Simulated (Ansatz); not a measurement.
A nudged elastic band was laid between two geometries of BF2H + H2O (7 atoms, charge 0, multiplicity 1).

The calculation used Ansatz 0.2.0, RKS B3LYP-D4/6-31G*.

```
movable images  : 5
climbing image  : yes
spring          : 20.0 eV/Å²
optimiser       : quadratic models (default)
start path      : through a guess of the saddle point
force threshold : 0.05 eV/Å
iteration limit : 60
end points      : relaxed
```

First end point:

```xyz
7
Properties=species:S:1:pos:R:3
B 0.021 0.132 0.140
H 0.455 0.780 1.042
F 0.820 -0.146 -0.917
F -1.306 0.184 -0.125
O 0.052 -1.616 0.929
H 0.480 -2.145 0.233
H -0.887 -1.876 0.916
```

Last end point:

```xyz
7
Properties=species:S:1:pos:R:3
B -0.033 -0.524 -0.842
H -0.001 -0.127 2.972
F 0.917 0.217 -1.388
F -1.306 -0.216 -1.092
O 0.307 -1.569 -0.052
H -0.468 -2.036 0.291
H 0.220 -0.432 2.331
```

Task: What changes between the two ends?

Result: Bonds broken: B1–H2, O5–H7. Bonds formed: B1–O5, H2–H7. BF2H + H2O becomes BF2HO + H2.

Task: What energy profile does the band end with?

Result: The forces met the threshold. The highest image is number 3 of 0 to 6, 1.28 eV above the first end and 2.22 eV above the last; the last end lies 0.95 eV below the first. Neighbouring images differ by up to 2.0 eV, so the band resolves the path poorly. Another band between the same ends (5 images) ends at a top of the same energy, where a vibrational analysis finds 1 clearly imaginary mode. The orbitals stay closed-shell, which can raise the energy where a bond breaks towards radicals; this wasn't checked here.

| image | path coordinate (Å) | energy (eV) | B1–H2 (Å) | O5–H7 (Å) | B1–O5 (Å) |
| --- | --- | --- | --- | --- | --- |
| 0 | 0.00 | 0.00 | 1.19 | 0.97 | 1.92 |
| 1 | 0.98 | 0.04 | 1.20 | 0.97 | 1.92 |
| 2 | 1.96 | 0.07 | 1.20 | 0.97 | 1.88 |
| 3 | 2.94 | 1.28 | 1.38 | 1.25 | 1.56 |
| 4 | 3.90 | -0.72 | 2.27 | 2.16 | 1.36 |
| 5 | 4.86 | -0.94 | 3.18 | 2.71 | 1.35 |
| 6 | 5.81 | -0.95 | 3.83 | 2.64 | 1.35 |

Task: What is the geometry of the highest image?

Result: 
```xyz
7
Properties=species:S:1:pos:R:3
B -0.006 -0.248 0.001
H -0.022 0.175 1.313
F 1.022 0.329 -0.631
F -1.248 -0.123 -0.512
O 0.292 -1.717 0.422
H -0.523 -2.239 0.306
H 0.120 -0.864 1.320
```

The band took 14 iterations and about 90 core-seconds.

Run time: 94 s on 1 thread of Intel(R) Xeon(R) Platinum 8488C (Sapphire Rapids) (shared host), peak memory 0.14 GiB.
